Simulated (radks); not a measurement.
All-electron atom: Ta LXII in [Ne] 3s2 (the NIST ground configuration). All-electron calculation, non-relativistic Kohn-Sham, LB94 model potential, spin-polarised, spherical densities, point nucleus; relativity is left out, which matters for an element this heavy. Program: a radial shooting solver on a logarithmic mesh with Libxc functionals.

Normalised radial functions P(r) = r R(r), r in bohr:

```
   r/bohr * 3s (the largest magnitude, 2.59, reaches the edge; | marks zero)
0.0006898                             |*
0.0008561                             | *
 0.001063                             | *
 0.001319                             |  *
  0.00165                             |  *
 0.002048                             |   *
 0.002541                             |    *
 0.003154                             |     *
 0.003914                             |      *
 0.004858                             |       *
 0.006029                             |        *
 0.007543                             |        *
 0.009362                             |         *
  0.01162                             |         *
  0.01442                             |        *
   0.0179                             |      *
  0.02221                             |   *
  0.02757                            *|
  0.03449                      *      |
   0.0428                 *           |
  0.05312             *               |
  0.06593             *               |
  0.08183                  *          |
   0.1016                            *|
    0.126                             |           *
   0.1577                             |                      *
   0.1957                             |                          *
   0.2429                             |                      *
   0.3015                             |             *
   0.3741                             |     *
   0.4643                             | *
   0.5763                             *
```

3s: eigenvalue -6303.7 eV, 2 radial nodes at r = 0.0266, 0.103 bohr, <r> = 0.202 bohr, 90 % of the charge inside 0.291 bohr.
